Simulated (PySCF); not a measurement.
**Diatomics of I with the third period**

CCSD(T) with double-zeta basis sets in PySCF, for the lowest determinant that a PBE0 search found; no spin–orbit coupling. De refers to high-spin ground-configuration atoms.

```
 M       basis  reference, frozen orbitals  state (unpaired electrons)  Re (Å)  ωe (cm⁻¹)  De (eV)
Na    def2-SVP                      RHF, 5      singlet (closed shell)   2.756        250     3.06
Mg    def2-SVP                      UHF, 5               doublet (σ ↑)   2.621        312     1.98
Al    def2-SVP                      RHF, 9      singlet (closed shell)   2.543        327     3.68
Si  x2c-SVPall                     UHF, 23               doublet (π ↑)   2.474        357     2.83
 P  x2c-SVPall                     UHF, 23              triplet (π ↑↑)   2.441        342     1.79
 S    def2-SVP                      UHF, 9               doublet (π ↑)   2.385        360     1.66
Cl    def2-SVP                      RHF, 9      singlet (closed shell)   2.393        357     1.74
```

The shortest bond is that of SI (2.385 Å), the longest that of NaI (2.756 Å).

The rows differ in basis set, which adds steps of its own.

The state changes along the series, so neighbouring rows are not always alike in their bonding.

Correlated steps freeze the inner cores (5 to 23 orbitals); shallow outer-core shells are correlated. Correlated levels converge slowly with the basis: in double zeta they bind strong bonds too weakly, by up to about 1 eV, and carry superposition errors of some tenths. Spin–orbit coupling is left out, which matters for elements this heavy, above all for dissociation energies. Where the molecule has an RHF reference, its open-shell atoms are computed with UHF. States were picked by a PBE0 search and need not be the measured ground states.
